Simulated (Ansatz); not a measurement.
CH$_{6}$F$_{2}$O$_{2}$Si$_{2}$ (`O[SiH2]C[Si](O)(F)F`), relaxed with RKS PBE0-D4/def2-TZVP in Ansatz from a GFN2-xTB geometry. The force threshold is 0.005 eV/Å; the program also tests the step.

The species carries charge 0 and has multiplicity 1.

Start:

```xyz
13

O     1.565    0.692    1.687
Si   -0.053    0.701    1.677
C    -0.735   -0.549    0.401
Si   -0.056   -0.231   -1.306
O    -0.443   -1.377   -2.359
F     1.547   -0.049   -1.286
F    -0.459    1.206   -1.897
H     2.075    0.710    0.880
H    -0.381    0.263    3.027
H    -0.577    2.030    1.355
H    -1.820   -0.501    0.385
H    -0.476   -1.559    0.711
H    -0.187   -1.335   -3.278
```

| step | energy (eV) | largest force (eV/Å) | largest move (Å) |
| --- | --- | --- | --- |
| 1 | -26413.0010 | 0.969 | 0.000 |
| 2 | -26413.0862 | 0.690 | 0.048 |
| 3 | -26413.1117 | 0.325 | 0.051 |
| 4 (rejected) | -26413.1071 | 0.437 | 0.075 |
| 5 | -26413.1187 | 0.053 | 0.036 |
| 6 | -26413.1196 | 0.054 | 0.033 |
| 7 | -26413.1206 | 0.052 | 0.027 |
| 8 | -26413.1221 | 0.092 | 0.088 |
| 9 | -26413.1227 | 0.070 | 0.024 |
| 10 | -26413.1236 | 0.036 | 0.034 |
| 11 | -26413.1239 | 0.026 | 0.032 |
| 12 | -26413.1240 | 0.018 | 0.028 |
| 13 | -26413.1241 | 0.011 | 0.015 |
| 14 | -26413.1241 | 0.006 | 0.008 |
| 15 | -26413.1241 | 0.004 | 0.003 |

End:

```xyz
13

O     1.640    0.496    1.757
Si    0.006    0.657    1.674
C    -0.715   -0.477    0.362
Si   -0.108   -0.169   -1.334
O    -0.312   -1.465   -2.282
F     1.443    0.223   -1.291
F    -0.810    1.100   -1.981
H     2.126    0.611    0.938
H    -0.507    0.280    3.012
H    -0.401    2.053    1.356
H    -1.807   -0.379    0.364
H    -0.481   -1.511    0.634
H    -0.074   -1.419   -3.209
```

It took 33 s on 2 threads of an AMD EPYC 7R13 on a shared host and a share of an NVIDIA H100 80 GB, with 0.91 GiB of host memory at the peak.
